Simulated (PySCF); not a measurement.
A structure optimised at PBE-D3(BJ)/def2-SVP, used in a PySCF frequency run:

```
Ge
F 1 1.7602
O 1 1.7722 2 110.62
H 3 0.9765 1 110.43 2 -75.29
O 1 1.7835 2 104.17 3 -116.76
H 5 0.9766 1 109.55 2 -15.15
H 1 1.5360 2 109.07 6 -118.78
```

Task: Write its SMILES and formula.

Result: [OH][GeH]([OH])[F], FGeH₃O₂

Task: What are its rotational constants (standard atomic weights)?

Result: 5.8483, 5.3104, 3.4486 GHz
